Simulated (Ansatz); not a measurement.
Calculated with Ansatz (gas phase, PBE0-D4/def2-TZVP geometries, no zero-point term in ΔE). CCSD(T)/CBS adds triple-zeta CCSD(T) − MP2 to the extrapolated MP2 energy (def2 sets, frozen cores). This one scheme is used for every species. Functionals use def2-TZVPP. B3LYP here is the variant with VWN-RPA as its local correlation; programs differ in this. Elements past krypton have def2 core potentials. For Sn outer-core shells are correlated without core-valence functions, which leaves a few kJ/mol of doubt a bond. Each species was taken in one conformer, which may not be the lowest.

Consider the ligand exchange at the Si–C bond: `[SiH3][CH2][SnH2][Cl]` + `[AlH2][SH]` → `[AlH2][S][SiH3]` + `[CH3][SnH2][Cl]`.

`[SiH3][CH2][SnH2][Cl]`:

Z-matrix (Å, degrees):
```
Si
C 1 1.871
H 1 1.484 2 110.5
H 1 1.488 2 110.6 3 120.8
H 1 1.488 2 109.5 3 -119.8
Sn 2 2.134 1 114.5 3 62.3
H 2 1.094 1 110.0 3 -177.3
H 2 1.093 1 110.6 3 -58.4
Cl 6 2.339 2 105.8 1 -61.2
H 6 1.704 2 113.0 1 54.3
H 6 1.705 2 113.0 1 -176.3
```

`[AlH2][SH]`:

Cartesian coordinates in Å:
```
Al 0.285 0.411 -0.418
S 0.079 -1.413 0.761
H 1.579 0.529 -1.314
H -0.847 1.511 -0.326
H -1.095 -1.038 1.297
```

`[AlH2][S][SiH3]`:

```xyz
8

Al    0.127    1.325   -1.287
S     0.756   -0.746   -1.031
Si   -0.045   -1.082    0.926
H    -0.676    2.016   -0.111
H     0.509    2.033   -2.645
H     0.289   -2.481    1.287
H    -1.519   -0.907    0.941
H     0.559   -0.159    1.920
```

`[CH3][SnH2][Cl]`:

Z-matrix (Å, degrees):
```
C
Sn 1 2.127
H 1 1.091 2 110.1
H 1 1.089 2 109.2 3 -120.2
H 1 1.089 2 109.3 3 120.2
Cl 2 2.342 1 105.7 3 179.3
H 2 1.705 1 113.6 3 64.1
H 2 1.705 1 113.7 3 -65.4
```

```csv
level,ΔE (kcal/mol),difference from CCSD(T)/CBS
PBE-D4,-14.2,-0.6
r2SCAN-D4,-14.6,-1.0
PBE0-D4,-14.4,-0.8
B3LYP-D4,-13.8,-0.2
ωB97X-V,-13.9,-0.3
ωB97M-V,-13.7,-0.1
B2PLYP,-14.2,-0.6
PBE,-14.5,-0.9
r2SCAN,-14.8,-1.2
PBE0,-14.8,-1.2
B3LYP,-14.4,-0.8
HF/def2-TZVPP,-15.0,-1.4
MP2/def2-TZVPP,-13.9,-0.3
SCS-MP2/def2-TZVPP,-13.7,-0.1
CCSD/def2-TZVPP,-13.1,0.5
CCSD(T)/def2-TZVPP,-13.0,0.6
HF/def2-QZVPP,-15.0,-1.4
MP2/def2-QZVPP,-14.2,-0.6
SCS-MP2/def2-QZVPP,-14.0,-0.4
HF/CBS(def2),-15.0,-1.4
MP2/CBS(def2),-14.4,-0.8
CCSD/CBS(def2),-13.7,-0.1
CCSD(T)/CBS,-13.6,0
```

Largest T1 diagnostic among the species: 0.011.

In def2-TZVPP, CCSD(T) changes the Hartree–Fock value by +1.9 kcal/mol (the triples alone add +0.0 kcal/mol) and MP2 by +1.1 kcal/mol.
